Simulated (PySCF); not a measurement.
[PySCF 2.14: NMR shieldings at PBE0/pcSseg-1/GIAO; coordinates at the GFN2-xTB level; isolated molecule; one computed conformer; non-relativistic Hamiltonian; equivalent nuclei averaged]

Shifts are taken against calculated references (same method and geometry level): ¹H and ¹³C against TMS. Shifts are as computed. Against solution values, carbons near 30 ppm lie about +3 ppm off and those near 130 ppm about +5 ppm; carbons on Cl a further +6 ppm. Of 1211 compounds with measured shifts, 218 miss one by over three times the rms of a fit or turn the order of signals round; such compounds aren't used in these exercises. Carbons bonded to Cl come out too deshielded.

Question: Order these molecules by the shift of their most deshielded carbon-bound hydrogen, lowest δ first.
A. c1cc([C@H]2CC[SiH2]2)ccn1
B. CC(C)(F)C(=O)Cl
C. CCn1cnnc1
D. F[SiH2]C([SiH3])[SiH3]
E. C=CC/C=C/C(C#N)=C\[SiH3]

Answer: D (-1.20 ppm, hydrogen on an sp3 CH bonded to 3 Si), B (1.60 ppm, hydrogen on a methyl carbon), E (6.83 ppm, hydrogen on an alkene CH), C (7.84 ppm, hydrogen on an aromatic CH between two ring heteroatoms), A (8.82 ppm, hydrogen on an aromatic CH next to a ring nitrogen).

Question: Order these molecules by the shift of their most shielded carbon-bound hydrogen, lowest δ first.
A. CCn1cnnc1
B. F[SiH2]C([SiH3])[SiH3]
C. C=CC/C=C/C(C#N)=C\[SiH3]

Answer: B (-1.20 ppm, hydrogen on an sp3 CH bonded to 3 Si), A (1.42 ppm, hydrogen on a methyl carbon), C (3.15 ppm, hydrogen on an allylic sp3 CH2).

Question: How many ¹³C and ¹H signals does each give (equivalence by symmetry and fast rotation, but not about amide C–N or C=N bonds)? `CC(C)(F)C(=O)Cl`, `c1cc([C@H]2CC[SiH2]2)ccn1`, `C=CC/C=C/C(C#N)=C\[SiH3]`, `F[SiH2]C([SiH3])[SiH3]`, `CCn1cnnc1`

Answer: CC(C)(F)C(=O)Cl: 3 C, 1 H; c1cc([C@H]2CC[SiH2]2)ccn1: 6 C, 9 H; C=CC/C=C/C(C#N)=C\[SiH3]: 8 C, 8 H; F[SiH2]C([SiH3])[SiH3]: 1 C, 3 H; CCn1cnnc1: 3 C, 3 H.
